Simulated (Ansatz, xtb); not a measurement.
# BFH3N2: 4 structures ranked

4 gas-phase structures of BFH3N2, found in a search over its isomers (lower ones may exist). Each was relaxed with GFN2-xTB; where two conformers were screened, the lower at r2SCAN-D4/def2-SVP//GFN2-xTB is listed:

A. `[NH]B(N)F`, a doublet
B. `[NH]NBF`, a doublet
C. `N[N]BF`, a doublet
D. a doublet given by its coordinates

D (Å):

```xyz
7

B    -0.1549   -0.2542   -0.8719
F    -0.3811    0.8189   -1.6163
N    -0.8353   -1.4077   -0.9188
N     0.9423   -0.2252    0.1342
H    -0.7461   -2.2642   -0.4106
H     0.6616   -0.2394    1.1027
H     1.7086   -0.8632   -0.0189
```

Close contacts (Å): B1–F2 1.33, B1–N3 1.34, B1–N4 1.49, N3–H5 1.00, N4–H6 1.01, N4–H7 1.01.

Q: Which do you expect lowest at r2SCAN-D4/def2-SVP//GFN2-xTB, and how would the others follow?

A: Calculated order at r2SCAN-D4/def2-SVP//GFN2-xTB: A (0.0), D (35.1), B (106.9), C (133.2) kJ/mol.

Energies above the lowest of each column, in kJ/mol; the last columns are at r2SCAN-D4/def2-SVP geometries and were run for some of them only (a dash: not run or not comparable):

```csv
structure,GFN2-xTB,HF/STO-3G,r2SCAN-D4/def2-SVP//GFN2-xTB,r2SCAN-D4/def2-SVP,CCSD(T)/def2-SVP + ΔMP2/def2-TZVPP
A,0.0,0.0,0.0,0.0,0.0
D,17.2,70.7,35.1,relaxes to A,–
B,16.6,65.1,106.9,132.3,138.0
C,27.0,160.8,133.2,–,–
```

Every level run on A puts it lowest or level with the lowest. Flexible structures stand in one conformer each, not always the lowest. Frequencies (r2SCAN-D4/def2-SVP) were run for A, B alone. Open shells are spin-unrestricted. ΔMP2 is the change of the MP2 energy from the smaller to the larger basis.

Over these structures GFN2-xTB departs from r2SCAN-D4/def2-SVP//GFN2-xTB by 44.6 kJ/mol on average once a common shift is removed. A GFN2-xTB relaxation took about 0.074 s and the r2SCAN-D4/def2-SVP//GFN2-xTB energy about 1.4 s on a shared host (Ansatz 0.2.0, xtb 6.7.1).
